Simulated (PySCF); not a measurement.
## Structure from 2D NMR

Compound of formula C$_{5}$H$_{12}$OSi$_{2}$. Correlations simulated from computed shifts and the bond graph:

HSQC (one-bond C–H):
| δH | δC |
| --- | --- |
| 4.07 | 71.0 |
| 1.38 | 27.8 |

COSY cross peaks (H two or three bonds apart, from the bond graph; peaks can be absent where the dihedral angle is near 90°):
| δH | δH |
| --- | --- |
| 4.07 | 1.38 |

HMBC (two and three bonds, from the bond graph):
| δH | δC |
| --- | --- |
| 4.96 | 123.4, 112.0, 71.0 |
| 4.25 | 123.4, 112.0 |
| 4.07 | 27.8 |
| 1.38 | 71.0, 27.8 |

Carbons without hydrogens: δ 123.4, 112.0.

PySCF calculation with GIAO PBE0/pcSseg-1 shieldings and GFN2-xTB geometry; non-relativistic, one averaged value for each set of equivalent atoms, in vacuum, one conformer.

δ = σ(ref) − σ, references computed at the same level: 1H and 13C against TMS.

Exchangeable hydrogens are left out of these lists.

Q: Work out the connectivity.

A: `CC(C)O[SiH2]C#C[SiH3]`.

Atom-mapped SMILES (the numbers label the heavy atoms): `[CH3:1][CH:2]([CH3:3])[O:4][SiH2:5][C:6]#[C:7][SiH3:8]`; H(Xn) means a hydrogen on atom n.

δC 123.4 is C6, an alkyne carbon. δC 112.0 is C7, an alkyne carbon. δC 71.0 is C2, an sp3 CH bonded to O (δH 4.07). δC 27.8 is C1/C3, a methyl carbon (δH 1.38). HMBC from δH 4.96 reaches the proton-free carbons C6, C7. HMBC from δH 4.25 reaches the proton-free carbons C6, C7. COSY links 4.07–1.38.

The shifts were computed for this structure.

Shifts are as computed. Against solution values, carbons near 30 ppm lie about +3 ppm off and those near 130 ppm about +5 ppm. Of 1309 compounds with measured shifts, 239 miss one by over three times the rms of a fit or turn the order of signals round; such compounds aren't used in these exercises.
